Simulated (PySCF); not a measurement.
Species: C₆H₁₄Ge.
Cartesian coordinates in Å at the PBE0-D3(BJ)/def2-SVP level; atoms count from 1:
```xyz
21
C6H14Ge angstrom
C     -2.7036    0.6105    0.2297
C     -1.6370   -0.3645   -0.2420
C     -0.2966   -0.1959    0.4614
C      0.7572   -1.2400    0.0675
C      2.1470   -0.7885    0.5212
C      2.4260    0.6258   -0.0052
Ge     0.6677    1.5074    0.1386
H     -2.8797    0.5152    1.3132
H     -2.4067    1.6549    0.0368
H     -3.6641    0.4406   -0.2802
H     -1.9960   -1.3998   -0.0928
H     -1.4927   -0.2554   -1.3320
H     -0.4571   -0.2557    1.5538
H      0.5064   -2.2326    0.4804
H      0.7567   -1.3537   -1.0328
H      2.9211   -1.5047    0.1993
H      2.1735   -0.7813    1.6257
H      2.7205    0.5979   -1.0666
H      3.2289    1.1380    0.5437
H      0.5641    2.5199    1.2971
H      0.2274    2.2012   -1.1687
```

Linear response at CAM-B3LYP/def2-SVPD (PySCF, frozen core in the response, non-relativistic). The CAM-B3LYP/def2-SVPD calculation is non-relativistic and has no spin–orbit coupling, an omission that weighs most on germanium.

Static isotropic polarisability: 100.68 au (14.92 Å³), principal values 86.8, 103.7, 111.5 au.

Task: What is the polarisability at 1064 nm and at the sodium D line?

Result: 101.50 au at 1064 nm (+0.8 %), 103.43 au at 589.3 nm (+2.7 %). The rise at 589.3 nm is 3.35 times that at 1064 nm; a pure ω² law gives 3.26. The lowest singlet lies at 174 nm, shorter than both wavelengths.

Task: What is the isotropic C6 coefficient between two such molecules, C6 = (3/π)∫α(iω)² dω?

Result: 4086 au (Eh·bohr⁶) by a ten-point quadrature over imaginary frequencies, which is 2440 eV·Å⁶ or 236 J·nm⁶/mol.

Task: Which effective excitation energy ω̄ makes London's formula C6 = (3/4)α²ω̄ exact here?

Result: ω̄ = 4·C6/(3α²) = 0.537 Eh = 14.6 eV. A one-pole form α(ω) = α/(1 − ω²/ω̄²) fitted to the 1064 nm value gives 13.0 eV. London's choice of the ionisation energy (9.40 eV, ΔSCF at the same level) gives C6 = 2630 au, 36 % too low.

Task: What n − 1 at the D line would an ideal gas of it have at 273.15 K and 1 atm (2.6868 × 10¹⁹ cm⁻³), by n − 1 = 2π·N·α′?

Result: 25.87 × 10⁻⁴, a formal value whether or not that pressure can be reached.

Task: What molar refraction at the D line follows from R = (4π/3)·N_A·α′, with α′ the polarisability volume?

Result: α′ = 15.33 Å³ gives R = 38.66 cm³/mol, for isolated, non-vibrating species.

Task: What three-body coefficient follows from the one-pole estimate C9 = (3/4)·α·C6?

Result: 309000 au. This is an estimate from the two numbers above, not a computed integral.

Task: How anisotropic is the static polarisability, by Δα² = ½[(α1 − α2)² + (α2 − α3)² + (α3 − α1)²]?

Result: Δα = 21.8 au, or 0.22 of the isotropic value.

Task: The lowest 10 singlets have (eV, f): 7.14, 0.005; 7.42, 0.028; 7.84, 0.018; 7.92, 0.148; 7.98, 0.030; 8.06, 0.004; 8.16, 0.128; 8.39, 0.087; 8.44, 0.032; 8.54, 0.064. What share of the static polarisability do they carry in the sum over states α = Σ f/ω²?

Result: 6.12 au, 6.1 % of α; the largest term, 1.75 au, is that of the state at 7.92 eV. Their oscillator strengths add up to 0.54. Higher states carry the rest.

One conformer stands for the species.
